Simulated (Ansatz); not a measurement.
Relaxation of C2H4AlF2NO (11 atoms, charge 0, multiplicity 1), to a largest force component of 0.02 eV/Å in at most 50 steps.

Theory: RKS B3LYP-D4/def2-SVP (Ansatz).

```xyz
11
Properties=species:S:1:pos:R:3:forces:R:3
N 0.348 -1.607 2.122 0.18 1.37 -2.72
Al 0.725 -0.327 0.719 -3.92 2.65 -1.31
C 0.068 -0.189 -1.136 2.00 -0.51 -0.42
C -0.061 1.300 -0.869 -2.00 -0.81 1.64
F 0.584 2.069 -1.767 -0.35 0.11 0.56
F -1.483 1.620 -0.928 2.30 0.04 -0.07
O 0.372 1.466 0.448 0.36 -0.19 -0.51
H 1.489 -1.402 1.514 -0.40 -1.87 4.72
H -0.228 -1.011 2.876 3.01 -0.42 -1.07
H -0.831 -0.758 -1.292 -0.61 -0.23 -0.48
H 0.893 -0.379 -1.845 -0.56 -0.14 -0.34
```

Question: Where does it end, and by what steps?

Answer: The run converged. After 12 steps the energy has fallen by 4.514 eV; H8 moved furthest, 1.15 Å. Parted: Al2–H8 (1.54 → 2.48 Å).

```csv
step,energy less start (eV),largest force component (eV/Å),accepted
0,0.0000,4.724,yes
1,-1.9048,3.055,yes
2,-3.1652,2.618,yes
3,-3.7848,1.738,yes
4,-4.1022,1.490,yes
5,-4.2859,0.743,yes
6,-4.4221,0.240,yes
7,-4.4706,0.454,yes
8,-4.5109,0.106,yes
9,-4.5110,0.103,yes
10,-4.3875,1.623,no
11,-4.5134,0.095,yes
12,-4.5139,0.018,yes
```

```xyz
11
Properties=species:S:1:pos:R:3
N 0.720 -1.213 2.116
Al 0.331 -0.298 0.669
C 0.067 -0.202 -1.262
C -0.201 1.283 -0.896
F 0.679 2.123 -1.511
F -1.441 1.691 -1.284
O -0.078 1.401 0.470
H 0.953 -2.201 2.140
H 0.749 -0.826 3.056
H -0.820 -0.673 -1.707
H 0.917 -0.305 -1.950
```

Run time: 52 s on 2 threads of Arm Neoverse V2, with other jobs on the host, peak memory 0.3 GiB.
